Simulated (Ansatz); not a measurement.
Consider the silylene formation by 1,1-elimination: `C=CS[SiH2]C` → `C=CSC` + `[SiH2]`.

Calculated with Ansatz (gas phase, PBE0-D4/def2-TZVP geometries, no zero-point term in ΔE). CCSD(T)/CBS is the MP2 limit (def2-TZVPP, def2-QZVPP) plus CCSD(T) − MP2 in def2-TZVPP, frozen cores. This one scheme is used for every species. DFT in def2-TZVPP. Each species was taken in one conformer, which may not be the lowest.

| level | ΔE (kcal/mol) |
| --- | --- |
| BLYP-D4 | 76.4 |
| PBE | 79.2 |
| MP2/def2-SVP | 81.7 |
| CCSD(T)/def2-TZVPP | 79.2 |

(1) What does CCSD(T)/CBS give? (Best estimate.)

(2) What do rigid-rotor, harmonic-oscillator terms from PBE0-D4/def2-TZVP frequencies (298.15 K, 1 bar) make of the CCSD(T)/CBS value? (Estimate.)

Largest T1 diagnostic among the species: 0.014.

Results:

(1) Computed: +81.3 kcal/mol. The listed levels differ from it by -4.9, -2.1, 0.4, -2.1 kcal/mol.

(2) The calculation gave: ΔZPE = -3.5 kcal/mol, ΔH = +78.7 kcal/mol, ΔS = 148 J/(mol·K), ΔG = +68.1 kcal/mol. Modes under 50 cm⁻¹ make the entropy rough.

In def2-TZVPP, CCSD(T) changes the Hartree–Fock value by +3.6 kcal/mol (the triples alone add +1.1 kcal/mol) and MP2 by +9.4 kcal/mol. From PBE to PBE0 (25 % exact exchange), in def2-TZVPP and without D4, ΔE moves by +2.8 kcal/mol. At CCSD(T), def2-SVP lies −5.8 kcal/mol from the extrapolated value and def2-TZVPP −2.1 kcal/mol.
